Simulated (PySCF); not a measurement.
# Löwdin shares of the frontier orbitals

Compound: C₃H₁₄Ge₂OSi.
Geometry (PBE0-D3(BJ)/def2-SVP, Å), atoms numbered from 1 in this order:
```
atom  x, y, z in Å
C1    -1.8572   -1.6206   -0.4388
C2    -1.7100   -0.1397   -0.1352
C3    -2.2540    0.2320    1.2292
O4    -0.3421    0.2383   -0.1653
Si5    0.5800    0.5208   -1.5296
Ge6    2.6639    1.1607   -0.5884
Ge7    2.6582    0.1778    1.6276
H8    -2.9145   -1.9242   -0.4101
H9    -1.3026   -2.2143    0.3045
H10   -1.4612   -1.8658   -1.4359
H11   -2.2597    0.4389   -0.9055
H12   -3.3245   -0.0096    1.3061
H13   -2.1208    1.3073    1.4152
H14   -1.7120   -0.3202    2.0126
H15   -0.0683    1.5638   -2.3892
H16    0.7325   -0.7148   -2.3657
H17    2.7975    2.6930   -0.4846
H18    3.8501    0.6364   -1.4216
H19    4.0533    0.2632    2.2789
H20    2.2590   -1.3055    1.5285
H21    1.6468    0.9110    2.5237
```

Theory: PySCF 2.14.0, density-fitted response routines, TDDFT CAM-B3LYP/def2-SVPD, vertical, gas phase, core orbitals frozen in the response. Relativistic effects, spin–orbit coupling among them, are left out although an element past zinc is present.

Frontier orbitals with the atoms that hold most of them (Löwdin shares over 4%, at most four atoms; ? is withheld):

```
orbital  ε (eV)                               atoms
 LUMO+2    1.17   Ge6 20%, Si5 19%, Ge7 10%, H18 6%
 LUMO+1    0.96  Ge6 30%, Ge7 22%, Si5 10%, H17 10%
   LUMO    0.47   Ge7 20%, Si5 19%, Ge6 17%, H19 7%
   HOMO   -8.78                                   ?
 HOMO-1   -9.48                                   ?
 HOMO-2   -9.70   Ge6 24%, O4 20%, Ge7 10%, Si5 10%
 HOMO-3  -10.25     O4 25%, C2 13%, C3 10%, Ge7 10%
```

Which atoms hold the HOMO-1, and with what shares?

O4 (bonded to C and Si) 38%; Si5 (bonded to Ge, O and 2 H) 12%; H16 (bonded to Si) 9%; C1 (bonded to C and 3 H) 7%.

Give the leading atoms of the HOMO.

Ge6 (bonded to Ge, Si and 2 H) 32%; Ge7 (bonded to Ge and 3 H) 22%; Si5 (bonded to Ge, O and 2 H) 19%; H19 (bonded to Ge) 5%. By element: germanium 54%, silicon 19%, hydrogen 5% or more.

The HOMO–LUMO gap is 9.25 eV. Where does the response calculation put the lowest singlet, and from which orbitals?

S1 is at 6.35 eV (f = 0.168), 2.91 eV below the gap, made of HOMO→LUMO (77%). 

Next come S2 at 6.82 eV (f 0.011), HOMO→LUMO+1 (43%), HOMO→LUMO+3 (40%); S3 at 6.91 eV (f 0.028), HOMO-1→LUMO (66%); S4 at 7.02 eV (f 0.111), HOMO→LUMO+1 (45%), HOMO→LUMO+3 (25%), HOMO→LUMO+2 (17%); S5 at 7.16 eV (f 0.125), HOMO→LUMO+2 (34%), HOMO-2→LUMO (24%), HOMO→LUMO+4 (13%).

Löwdin shares depend on the basis, the more so with diffuse functions.

One conformer stands for the species.

Without π bonds the low states are Rydberg-like; a valence basis with one diffuse set may place them up to an eV too high.
